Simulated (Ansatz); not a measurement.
`[CH3][GeH2][Se]C` + CH₃NH₂ → `C[NH][GeH2][CH3]` + `C[SeH]` at 600 K and 1 bar (ligand exchange at a Ge–Se bond).

Calculated with Ansatz (gas phase, PBE0-D4/def2-TZVP geometries, no zero-point term in ΔE). CBS: MP2 limit from def2 TZ/QZ plus the TZ coupled-cluster correction, frozen cores. For Ge, Se outer-core shells are correlated without core-valence functions, which leaves a few kJ/mol of doubt a bond. Scalar relativity is left out up to krypton. One conformer a species, not always the lowest.

```csv
species,CCSD(T)/CBS energy (Eh),H − E (kJ/mol),S (J/(mol·K))
`[CH3][GeH2][Se]C`,-4557.76484,305.2,479.8
CH₃NH₂,-95.75281,199.3,283.8
`C[NH][GeH2][CH3]`,-2212.33836,345.3,450.6
`C[SeH]`,-2441.15625,149.5,312.9
```

H − E and S are ideal-gas, rigid-rotor, harmonic terms from PBE0-D4/def2-TZVP, for one conformer and one mirror image of each species. 1 Eh = 2625.50 kJ/mol, R = 8.31446 J/(mol·K).

Task: By hand: ΔE, ΔH, ΔS and ΔG.

Result: ΔE = (-2212.33836) + (-2441.15625) − (-4557.76484) − (-95.75281) = 0.02304 Eh = 60.5 kJ/mol. Δ(H − E) = 345.3 + 149.5 − 305.2 − 199.3 = -9.7, so ΔH = 50.8 kJ/mol. ΔS = 450.6 + 312.9 − 479.8 − 283.8 = -0.1 J/(mol·K). ΔG = 50.8 − 600 × (-0.1)/1000 = 50.9 kJ/mol.

Task: By hand: the equilibrium constant, and the temperature at which ΔG would vanish if ΔH and ΔS stayed fixed.

Result: log₁₀ K = −ΔG/(RT ln 10) = -4.4. ΔH and −TΔS have one sign here, so there is no such temperature.

The number of gas molecules stays the same, so ΔS is small and ΔH decides. A doubt of 5 kJ/mol in ΔE shifts log₁₀ K by 0.4 here. Other conformers and mirror images would add mixing entropy, several J/(mol·K) or more a flexible species. Modes under 60 cm⁻¹, often nearly free rotors, make the harmonic entropy too high. These are equilibria of isolated gas molecules and say nothing of rates. Largest T1 diagnostic: 0.010 (customary marks: 0.02 for closed shells, 0.045 for open ones).

ΔS is within the doubt of such terms, so its sign, and with it that verdict, could turn.
